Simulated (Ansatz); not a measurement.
`SC1CCCCC1`. The species carries charge 0 and has multiplicity 1. The geometry is a stationary point of PBE0-D4/def2-TZVP. It is a higher conformer; a search finds a lower one.

```xyz
19

S     1.367    2.176    0.236
C    -0.245    1.378   -0.078
C    -0.293    0.555   -1.382
C    -0.329   -0.953   -1.130
C     0.589   -1.342    0.018
C     0.134   -0.694    1.336
C    -0.724    0.549    1.106
H     2.112    1.062    0.301
H    -0.892    2.253   -0.181
H    -1.176    0.848   -1.958
H     0.573    0.809   -1.997
H    -0.050   -1.482   -2.045
H    -1.351   -1.270   -0.895
H     0.630   -2.429    0.126
H     1.609   -1.028   -0.229
H     1.004   -0.433    1.944
H    -0.443   -1.411    1.927
H    -0.756    1.163    2.008
H    -1.757    0.247    0.895
```

Problem. What is the dipole moment at ωB97M-V/def2-TZVPP? (Best estimate.)

Solution. Ansatz gave: 1.82 D, with components (-1.07, -1.46, -0.23) D in this frame, pointing from negative to positive charge.

Problem. And with PBE, r2SCAN, B3LYP? (Best estimate.)

Solution. Ansatz gave: PBE 1.85 D, r2SCAN 1.94 D, B3LYP 1.84 D.

Problem. Give the Mulliken charges with ωB97M-V, PBE, r2SCAN in def2-TZVPP. (An estimate is asked.)

Solution. The calculation gave: 
| atom | ωB97M-V | PBE | r2SCAN |
| --- | --- | --- | --- |
| S1 | -0.17 | -0.24 | -0.24 |
| C2 | -0.09 | 0.04 | 0.14 |
| C3 | -0.19 | -0.15 | -0.13 |
| C4 | -0.19 | -0.09 | 0.00 |
| C5 | -0.22 | -0.12 | -0.06 |
| C6 | -0.23 | -0.18 | -0.11 |
| C7 | -0.18 | -0.07 | -0.03 |
| H8 | 0.11 | 0.10 | 0.09 |
| H9 | 0.12 | 0.08 | 0.04 |
| H10 | 0.10 | 0.07 | 0.03 |
| H11 | 0.11 | 0.06 | 0.04 |
| H12 | 0.10 | 0.06 | 0.02 |
| H13 | 0.11 | 0.05 | 0.02 |
| H14 | 0.10 | 0.06 | 0.03 |
| H15 | 0.10 | 0.06 | 0.03 |
| H16 | 0.11 | 0.07 | 0.04 |
| H17 | 0.10 | 0.07 | 0.03 |
| H18 | 0.11 | 0.07 | 0.03 |
| H19 | 0.12 | 0.06 | 0.03 |

B3LYP here is the variant with VWN-RPA as its local correlation; programs differ in this.
